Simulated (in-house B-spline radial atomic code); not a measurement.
Configurations of Bi⁶⁺, with energies counted from [Xe] 4f14 5d9. Method: Dirac-Hartree-Fock, average of configuration, Fermi nucleus of rms radius 5.5211 fm. Calculated with a B-spline radial code for spherical atoms. Energies include first-order Breit, QED and recoil terms.

Occupations are held fixed; configurations that lie above the ionisation limit could autoionise.

| configuration | E - E(ref) (eV) | highest orbital | its <r> (bohr) |
| --- | --- | --- | --- |
| [Xe] 4f14 5d8 9g1 | 97.679 | 9g7/2 | 15.65 |
| [Kr] 4d10 4f14 5s2 5p5 5d9 7s1 | 143.52 | 7s1/2 | 3.355 |
| [Kr] 4d10 4f14 5s2 5p5 5d9 8f1 | 172.26 | 8f7/2 | 8.876 |
| [Kr] 4d10 4f14 5s2 5p5 5d9 9f1 | 175.83 | 9f7/2 | 11.99 |
| [Kr] 4d10 4f14 5s2 5p5 5d9 9g1 | 178.64 | 9g7/2 | 15.63 |
| [Xe] 4f13 5d9 7s1 | 200.82 | 7s1/2 | 3.341 |
| [Xe] 4f13 5d9 9s1 | 225.56 | 9s1/2 | 7.596 |

(1) Order these further configurations by energy, lowest first.
A. [Kr] 4d10 4f14 5s2 5p5 5d9 7g1
B. [Kr] 4d10 4f14 5s2 5p5 5d9 5g1
C. [Kr] 4d10 4f14 5s2 5p5 5d9 6s1
D. [Xe] 4f13 5d9 7p1
E. [Kr] 4d9 4f14 5s2 5p6 5d10

(2) How far above the reference does [Xe] 4f14 5d8 8s1 lie?

(3) How far above the reference does [Kr] 4d10 4f14 5s2 5p5 5d9 6f1 lie?

(4) How far above the reference does [Xe] 4f14 5d8 6g1 lie?

Answers

(1) C (105.02 eV), B (160.04 eV), A (173.17 eV), D (207.08 eV), E (431.26 eV).

(2) 78.716 eV; its least bound orbital is 8s1/2 with <r> = 5.284 bohr.

(3) 157.03 eV; its least bound orbital is 6f7/2 with <r> = 3.918 bohr.

(4) 87.257 eV; its least bound orbital is 6g7/2 with <r> = 6.129 bohr.
